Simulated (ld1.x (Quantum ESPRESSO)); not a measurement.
Pseudopotential generation for cobalt (Co): ultrasoft, LDA (PZ), scalar-relativistic.

```
Element                 : Co (Z = 27)
Generator               : ld1.x (Quantum ESPRESSO) 7.5
Type                    : ultrasoft
Functional              : LDA (PZ)
Relativity              : scalar-relativistic
Frozen core             : [Ne]
Valence charge          : 17
Reference configuration : 3s2 3p6 3d7 4s2 4p0
Partial waves           : 3s (bound): rcut 1.05, rcutus 1.10 bohr; 4s (bound): rcut 1.05, rcutus 1.10 bohr; 3p (bound): rcut 1.30, rcutus 1.40 bohr; 4p (bound, empty): rcut 1.30, rcutus 1.40 bohr; 3d (bound): rcut 1.35, rcutus 1.45 bohr; 3d channel at 2.05 Ry: rcut 1.35, rcutus 1.45 bohr
Local potential         : all-electron potential smoothed inside 1.45 bohr (lloc = -1)
Core correction         : a·sin(br)/r model core, default radius (core density twice the valence density)
Augmentation charge     : PSQ, inside the norm-conserving radii
```

(1) Estimate the cutoffs (Ry, on a coarse ladder) from which the occupation-weighted sum of valence levels, in a spherical-Bessel basis at the reference potential, stays within 10 and 1 mRy of its value at 400 Ry.

(2) Does the potential have ghost states?

(3) Is the overlap operator S = 1 + Σ q|β⟩⟨β| positive definite (Bessel basis up to 400 Ry)?

(4) Tests: 3s2 3p6 3d7 4s1 4p0; 3s2 3p6 3d7 4s0 4p0; 3s2 3p6 3d6 4s0 4p0; 3s2 3p5 3d7 4s2 4p0; 3s2 3p6 3d7.5 4s1.5 4p0; 3s2 3p6 3d7 4s0 4p1; 3s2 3p6 3d7 4s1.5 4p0. Which has the largest error in its energy relative to the reference configuration, and how large is it?

Answers

(1) 70 Ry and 110 Ry.

(2) No extra level below or beside the all-electron valence levels (s, p, d, f tested).

(3) Yes: its lowest eigenvalue is 0.12 (p channel).

(4) 3s2 3p6 3d6 4s0 4p0, with -582 meV (all-electron minus pseudo) on +62.57 eV.
